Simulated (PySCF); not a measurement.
# Excitation energy of P⁺ by level of theory

P⁺ [Ne] 3s2 3p2 (3P) → P⁺ [Ne] 3s1 3p3 (5S), as a difference of total energies. All numbers are calculated (PySCF 2.14, no relativity, point nucleus, in def2-TZVPPD (6s5p4d1f, 48 functions)). Correlated levels: valence: [Ne] frozen. The calculations carry no spin-orbit coupling.

```csv
method,excitation energy (eV),error (eV)
UHF,3.890,-1.737
MP2 (valence),4.957,-0.670
SCS-MP2 (valence),5.471,-0.156
CCSD (valence),5.277,-0.350
CCSD(T) (valence),5.329,-0.298
```

Reference: 5.627 eV (measured; NIST levels, between the centres of gravity of the two terms).

Errors of the correlated levels include the incompleteness of this basis and the frozen core.
